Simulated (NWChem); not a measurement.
A series in which one site is exchanged, each optimised at B3LYP/6-31G* with NWChem, gas phase unless a solvent is named. All stand in one matching conformer (torsions within 35°), which need not be the lowest. Pople sets run with spherical d functions. This build's default masses of Se (78.918 u) and Br (79.917 u) are each other's, which moves their modes by up to 0.6 %. Shieldings are non-relativistic GIAO values without spin-orbit effects.

A: N[Si](Cl)(Cl)Cl (SiNH₂Cl₃; site = Cl)
B: N[Si](Cl)(Cl)Br (SiNH₂BrCl₂; site = Br)
C: N[SiH](Cl)Cl (SiNH3Cl2; site = H)
D: N[Si](F)(Cl)Cl (SiNH$_{2}$Cl$_{2}$F; site = F)

Q: Rank them by 29Si shift against tetramethylsilane, PBE0/pcSseg-1 (ppm), lowest first.

A: D (-20.8), C (-1.6), A (4.2), B (14.3)
